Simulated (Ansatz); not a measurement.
Program: Ansatz. Geometries: PBE0-D4/def2-TZVP. ΔE: electronic, gas phase. CCSD(T)/CBS is the MP2 limit (def2-TZVPP, def2-QZVPP) plus CCSD(T) − MP2 in def2-TZVPP, frozen cores. Double bonds are as drawn, so ΔE can hold a change between cis and trans. Functionals use def2-TZVPP. B3LYP here is the variant with VWN-RPA as its local correlation; programs differ in this. One conformer a species, not always the lowest.

`OC(O)(O)[SiH2]F` + `C/N=C\F` → `F/C=N/[SiH2]F` + `CC(O)(O)O`  (formal exchange of groups at the Si–C bond)

```tsv
level	ΔE (kJ/mol)	difference from CCSD(T)/CBS
PBE-D4	-111.9	19.0
r2SCAN-D4	-128.2	2.7
PBE0-D4	-123.4	7.5
B3LYP-D4	-121.7	9.2
ωB97X-V	-127.3	3.6
ωB97M-V	-129.8	1.1
B2PLYP	-129.2	1.7
PBE	-113.0	17.9
r2SCAN	-128.5	2.4
PBE0	-124.4	6.5
B3LYP	-123.4	7.5
HF/def2-TZVPP	-146.4	-15.5
MP2/def2-TZVPP	-137.6	-6.7
SCS-MP2/def2-TZVPP	-134.7	-3.8
CCSD/def2-TZVPP	-132.9	-2.0
CCSD(T)/def2-TZVPP	-130.6	0.3
HF/def2-QZVPP	-147.3	-16.4
MP2/def2-QZVPP	-138.1	-7.2
SCS-MP2/def2-QZVPP	-135.2	-4.3
HF/CBS(def2)	-147.4	-16.5
MP2/CBS(def2)	-137.9	-7.0
CCSD/CBS(def2)	-133.3	-2.4
CCSD(T)/CBS	-130.9	0
```

Largest T1 diagnostic among the species: 0.013.

In def2-TZVPP, CCSD(T) changes the Hartree–Fock value by +15.8 kJ/mol (the triples alone add +2.4 kJ/mol) and MP2 by +8.8 kJ/mol. From PBE to PBE0 (25 % exact exchange), in def2-TZVPP and without D4, ΔE moves by −11.4 kJ/mol.
